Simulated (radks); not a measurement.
Values are calculated unless marked as measured or tabulated.
Numerical settings for the platinum ion Pt+, [Xe] 4f14 5d9. Code: a radial shooting solver on a logarithmic mesh with Libxc functionals. Model: scalar-relativistic Kohn-Sham, r2SCAN, spin-polarised, spherical densities, finite nucleus; open shells are filled with parallel spins first (spin-orbit coupling, left out, can overturn this in heavy ions); meta-GGA in the generalised Kohn-Sham scheme; Fermi nuclear charge, rms radius 5.427 fm. The defaults (mesh step 0.008 in ln r, mesh end at 40 bohr or more with all orbitals vanishing there, Anderson mixing 0.5 over 9 steps, residual threshold near 1e-9 with the energy settled to 1e-9 hartree or 1e-11 of itself, here a cap of 64 iterations) give E = -18411.428 hartree and 5d at -13.967 eV in 12 iterations. Run on one thread of a shared host, so times are rough (Arm Neoverse V2): 0.23 s of CPU time, 0.23 s wall, 12 iterations on 2314 mesh points. Changes against that run (0 stands for a change within the tolerance of the run):

| setting | iterations | converged | E (mhartree) | e(5d) (meV) | CPU (s) |
|---|---|---|---|---|---|
| mesh step in ln r 0.05 | 12 | yes | -1.95 | +0.0167 | 0.05 |
| mesh step in ln r 0.03 | 12 | yes | -0.932 | 0 | 0.07 |
| mesh step in ln r 0.012 | 12 | yes | -0.00162 | 0 | 0.16 |
| mesh end (bohr) 5 | 11 | yes | +20.7 | +614 | 0.21 |
| mesh end (bohr) 20 | 12 | yes | 0 | 0 | 0.23 |
| residual threshold 1e-13 | 36 | yes | 0 | +0.00769 | 0.4 |
| residual threshold 1e-16 | 64 | no | 0 | +0.00769 | 0.55 |
| mixing 2.5 | 19 | yes | 0 | 0 | 0.37 |
| linear mixing, mixing 0.8 | 64 | no | +2.7e+05 | -3.24e+03 | 2.3 |
| linear mixing, mixing 1 | 64 | no | +1.16e+06 | +1.31e+04 | 3 |
| mixing history 20 | 13 | yes | 0 | -0.00931 | 0.24 |
| iteration cap 3 | 3 | no | +385 | +102 | 0.08 |

Settings that end as converged yet miss the energy by more than 1 mhartree: mesh step in ln r 0.05 (-0.00195 hartree); mesh end (bohr) 5 (+0.0207 hartree). A mesh that ends early acts as a hard wall.
